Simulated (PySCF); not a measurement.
A geometry optimisation, step by step.

C4H12Si.
Numbering: `[CH3:1][Si:2]([CH3:3])([CH3:4])[CH3:5]` (hydrogens: H6, H7, H8 on C1; H9, H10, H11 on C3; H12, H13, H14 on C4; H15, H16, H17 on C5)

Computed by this run: PBE0-D3(BJ)/def2-SVP geometry optimisation, gas phase in PySCF; density fitting, grid level 1; the optimiser is geomeTRIC in internal coordinates, started from a GFN2-xTB structure. 8 of its 9 geometries are shown. The frame can shift and turn from step to step; on so coarse a grid that alone can change the energy by a few meV, and forces under 0.02 eV/Å are noise.

Step 0: E = -12208.8279 eV, largest atomic force 0.908 eV/Å
```
atom  x, y, z in Å  |  force x, y, z in eV/Å
C1     -0.407   -1.213   -1.419    0.187   0.572   0.673
Si2    -0.001   -0.001   -0.002    0.002   0.005   0.012
C3      0.008    1.786   -0.675   -0.003  -0.850   0.320
C4     -1.320   -0.155    1.370    0.618   0.075  -0.651
C5      1.716   -0.416    0.722   -0.806   0.191  -0.344
H6     -1.380   -1.004   -1.853   -0.509   0.152  -0.183
H7     -0.419   -2.242   -1.070    0.005  -0.506   0.234
H8      0.327   -1.148   -2.217    0.409   0.077  -0.378
H9      0.242    2.502    0.106    0.124   0.323   0.442
H10    -0.958    2.058   -1.089   -0.519   0.086  -0.200
H11     0.746    1.908   -1.462    0.397   0.006  -0.400
H12    -2.312    0.075    0.994   -0.489   0.128  -0.252
H13    -1.351   -1.160    1.779    0.030  -0.532   0.172
H14    -1.117    0.526    2.192    0.157   0.367   0.392
H15     1.746   -1.426    1.117   -0.044  -0.529   0.186
H16     2.493   -0.337   -0.033    0.360   0.057  -0.431
H17     1.977    0.259    1.531    0.081   0.379   0.409
```

Step 1: E = -12208.8843 eV, largest atomic force 0.171 eV/Å
```
atom  x, y, z in Å  |  force x, y, z in eV/Å
C1     -0.779   -1.168   -1.262    0.118  -0.060  -0.108
Si2     0.006   -0.007   -0.001   -0.002   0.004  -0.008
C3      0.292    1.680   -0.792   -0.100   0.105   0.003
C4     -1.145    0.183    1.480   -0.099  -0.130   0.023
C5      1.657   -0.719    0.568    0.077   0.082   0.090
H6     -1.784   -0.850   -1.582    0.032   0.062   0.054
H7     -0.861   -2.197   -0.874   -0.001   0.042   0.023
H8     -0.141   -1.206   -2.161   -0.052  -0.040   0.006
H9      0.592    2.425   -0.037    0.012  -0.035  -0.021
H10    -0.643    2.040   -1.256    0.040   0.018   0.017
H11     1.067    1.666   -1.576   -0.021  -0.077   0.022
H12    -2.156    0.482    1.156    0.038   0.009   0.005
H13    -1.241   -0.786    2.000   -0.025   0.044   0.008
H14    -0.797    0.924    2.218    0.071  -0.009  -0.064
H15     1.576   -1.759    0.923   -0.064   0.030  -0.011
H16     2.413   -0.697   -0.234   -0.055  -0.005  -0.006
H17     2.047   -0.113    1.404    0.031  -0.040  -0.033
```

Step 2: E = -12208.8929 eV, largest atomic force 0.127 eV/Å
```
atom  x, y, z in Å  |  force x, y, z in eV/Å
C1     -0.770   -1.169   -1.265    0.098  -0.036  -0.073
Si2     0.006   -0.007   -0.001    0.000   0.006  -0.004
C3      0.284    1.682   -0.791   -0.079   0.054   0.018
C4     -1.147    0.175    1.478   -0.067  -0.099   0.001
C5      1.657   -0.712    0.572    0.045   0.075   0.060
H6     -1.774   -0.838   -1.576   -0.002   0.032   0.024
H7     -0.857   -2.193   -0.870   -0.018   0.011   0.019
H8     -0.140   -1.216   -2.169   -0.026  -0.021   0.000
H9      0.594    2.425   -0.038    0.025  -0.010  -0.007
H10    -0.646    2.049   -1.253    0.014   0.013   0.007
H11     1.058    1.653   -1.574    0.000  -0.039  -0.005
H12    -2.155    0.482    1.156    0.010   0.023   0.006
H13    -1.249   -0.789    2.004   -0.011   0.019   0.007
H14    -0.784    0.916    2.206    0.041   0.008  -0.019
H15     1.563   -1.751    0.926   -0.033   0.000  -0.002
H16     2.405   -0.697   -0.237   -0.017  -0.020  -0.017
H17     2.057   -0.112    1.405    0.021  -0.016  -0.015
```

Step 3: E = -12208.8984 eV, largest atomic force 0.034 eV/Å
```
atom  x, y, z in Å  |  force x, y, z in eV/Å
C1     -0.755   -1.172   -1.272    0.032   0.008   0.005
Si2     0.006   -0.006   -0.002    0.001   0.000   0.003
C3      0.272    1.687   -0.787   -0.018  -0.015   0.021
C4     -1.153    0.161    1.475   -0.002  -0.021  -0.027
C5      1.660   -0.700    0.578   -0.011   0.031  -0.002
H6     -1.756   -0.824   -1.572   -0.011  -0.008  -0.012
H7     -0.857   -2.190   -0.864   -0.021  -0.006   0.004
H8     -0.135   -1.236   -2.180    0.008   0.001   0.001
H9      0.604    2.425   -0.040    0.023   0.003  -0.002
H10    -0.656    2.067   -1.243   -0.009   0.003   0.004
H11     1.039    1.637   -1.576   -0.001   0.011  -0.017
H12    -2.157    0.487    1.159   -0.002   0.021   0.004
H13    -1.265   -0.797    2.007    0.002  -0.007  -0.001
H14    -0.767    0.901    2.194   -0.005   0.002   0.019
H15     1.547   -1.735    0.936    0.008  -0.009   0.010
H16     2.397   -0.703   -0.241    0.005  -0.024  -0.007
H17     2.079   -0.103    1.403    0.002   0.011  -0.003
```

Step 5: E = -12208.9023 eV, largest atomic force 0.075 eV/Å
```
atom  x, y, z in Å  |  force x, y, z in eV/Å
C1     -0.734   -1.179   -1.277   -0.072   0.004   0.019
Si2     0.006   -0.005   -0.002   -0.001   0.000  -0.002
C3      0.255    1.692   -0.781    0.045  -0.003  -0.032
C4     -1.162    0.144    1.470    0.026   0.058   0.032
C5      1.665   -0.680    0.582   -0.003  -0.062  -0.016
H6     -1.725   -0.822   -1.604    0.023   0.001  -0.014
H7     -0.870   -2.188   -0.855    0.024   0.001  -0.009
H8     -0.096   -1.266   -2.170    0.017  -0.005   0.006
H9      0.644    2.417   -0.048   -0.015  -0.003   0.004
H10    -0.687    2.092   -1.189   -0.007   0.003   0.019
H11     0.981    1.637   -1.609   -0.020   0.003   0.002
H12    -2.155    0.509    1.161   -0.001  -0.021  -0.009
H13    -1.298   -0.824    1.979   -0.013  -0.009  -0.017
H14    -0.762    0.857    2.209   -0.007  -0.021  -0.001
H15     1.549   -1.698    0.989    0.005   0.021   0.016
H16     2.385   -0.739   -0.250   -0.002   0.018   0.008
H17     2.108   -0.051    1.371    0.000   0.015  -0.006
```

Step 6: E = -12208.9037 eV, largest atomic force 0.073 eV/Å
```
atom  x, y, z in Å  |  force x, y, z in eV/Å
C1     -0.726   -1.182   -1.278   -0.072  -0.001   0.010
Si2     0.006   -0.005   -0.002   -0.001   0.000  -0.003
C3      0.248    1.694   -0.780    0.044   0.005  -0.036
C4     -1.165    0.137    1.468    0.021   0.055   0.041
C5      1.667   -0.672    0.584    0.004  -0.065  -0.009
H6     -1.709   -0.823   -1.624    0.024   0.006  -0.007
H7     -0.875   -2.187   -0.852    0.029   0.002  -0.007
H8     -0.075   -1.280   -2.161    0.013  -0.006   0.005
H9      0.662    2.412   -0.054   -0.020  -0.004   0.006
H10    -0.702    2.103   -1.158   -0.004   0.003   0.017
H11     0.950    1.640   -1.629   -0.017  -0.003   0.007
H12    -2.152    0.519    1.160   -0.002  -0.025  -0.011
H13    -1.314   -0.837    1.960   -0.013  -0.006  -0.015
H14    -0.762    0.834    2.221   -0.002  -0.019  -0.008
H15     1.553   -1.678    1.020    0.000   0.023   0.011
H16     2.380   -0.755   -0.253   -0.004   0.024   0.007
H17     2.119   -0.022    1.351    0.000   0.011  -0.006
```

Step 7: E = -12208.9046 eV, largest atomic force 0.031 eV/Å
```
atom  x, y, z in Å  |  force x, y, z in eV/Å
C1     -0.721   -1.185   -1.278   -0.030  -0.004  -0.001
Si2     0.005   -0.005   -0.002    0.000  -0.001  -0.001
C3      0.243    1.695   -0.780    0.018   0.007  -0.018
C4     -1.168    0.133    1.466    0.006   0.021   0.022
C5      1.669   -0.666    0.585    0.006  -0.028   0.000
H6     -1.697   -0.824   -1.643    0.011   0.005   0.000
H7     -0.877   -2.188   -0.849    0.014   0.001  -0.002
H8     -0.056   -1.290   -2.150    0.004  -0.003   0.002
H9      0.675    2.406   -0.058   -0.010  -0.002   0.004
H10    -0.715    2.110   -1.132   -0.001   0.001   0.006
H11     0.924    1.643   -1.645   -0.006  -0.005   0.005
H12    -2.151    0.523    1.158   -0.001  -0.012  -0.006
H13    -1.328   -0.847    1.943   -0.006  -0.002  -0.007
H14    -0.764    0.815    2.233    0.002  -0.007  -0.007
H15     1.560   -1.660    1.047   -0.003   0.010   0.002
H16     2.377   -0.765   -0.254   -0.002   0.013   0.002
H17     2.125    0.003    1.333    0.000   0.004  -0.003
```

Step 8: E = -12208.9047 eV, largest atomic force under 0.02 eV/Å
```
atom  x, y, z in Å  |  force x, y, z in eV/Å
C1     -0.721   -1.186   -1.278   -0.004  -0.002  -0.002
Si2     0.005   -0.005   -0.001    0.000  -0.001   0.000
C3      0.242    1.694   -0.780    0.003   0.003  -0.004
C4     -1.168    0.133    1.466    0.000   0.003   0.005
C5      1.670   -0.665    0.586    0.002  -0.005   0.001
H6     -1.695   -0.825   -1.645    0.002   0.002   0.001
H7     -0.874   -2.189   -0.849    0.003   0.000   0.000
H8     -0.053   -1.291   -2.148    0.001  -0.001   0.000
H9      0.673    2.406   -0.058   -0.003   0.000   0.001
H10    -0.716    2.110   -1.130    0.000   0.000   0.001
H11     0.922    1.643   -1.646   -0.001  -0.002   0.001
H12    -2.151    0.521    1.156    0.000  -0.003  -0.002
H13    -1.329   -0.849    1.940   -0.001   0.000  -0.001
H14    -0.766    0.814    2.234    0.001  -0.001  -0.002
H15     1.562   -1.658    1.050   -0.001   0.002   0.000
H16     2.377   -0.763   -0.253   -0.001   0.004   0.000
H17     2.124    0.007    1.332    0.000   0.001  -0.001
```

**Question.** Summarise the path.

**Answer.** The energy falls by 1.77 kcal/mol from step 0 to step 8; nine tenths of that is first reached at step 3. It falls at every step. The largest force goes from 0.908 to under 0.02 eV/Å. Among the bonds C1–Si2 changes most (a near tie, within 0.001 Å, with another), from 1.909 to 1.884 Å; the atoms move by 0.027 Å rms after alignment.

**Question.** Follow the energy, the force and the coordinates that change most from start to end.

**Answer.** 
```
step  E above end (kcal/mol)  largest force (eV/Å)  C1–Si2 (Å)  Si2–C4 (Å)  Si2–C5 (Å)
   0                    1.77                 0.908       1.909       1.909       1.909
   1                    0.47                 0.171       1.885       1.885       1.885
   2                    0.27                 0.127       1.884       1.884       1.884
   3                    0.15                 0.034       1.885       1.885       1.885
   4                    0.13            under 0.02       1.885       1.885       1.885
   5                    0.06                 0.075       1.884       1.884       1.884
   6                    0.02                 0.073       1.884       1.884       1.884
   7                    0.00                 0.031       1.884       1.884       1.884
   8                    0.00            under 0.02       1.884       1.884       1.884
```

The cost below is that of the whole optimisation. The run took 37 s of wall time on one thread of an Intel Xeon 6975P-C (shared host), and the process peaked at 0.61 GiB of memory.
